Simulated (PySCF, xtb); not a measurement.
Sb(OH)3 (H3O3Sb), SMILES [OH][Sb]([OH])[OH].

GFN2-xTB run with xtb 6.7.1 at its own geometry gives an orbital gap of 6.02 eV and a dipole moment of 1.88 D.

Coordinates come from a PBE0-D3(BJ)/def2-SVP optimisation. The def2 effective core potentials stand for the cores of Sb; spin–orbit coupling is left out. The values are those of a single conformer.

**Question.** What does r2SCAN/def2-TZVP run with PySCF give? (The exact figures need the calculation; the answer reports its results.)

**Answer.** gap 5.52 eV (levels -7.11 and -1.58 eV), dipole 1.80 D.
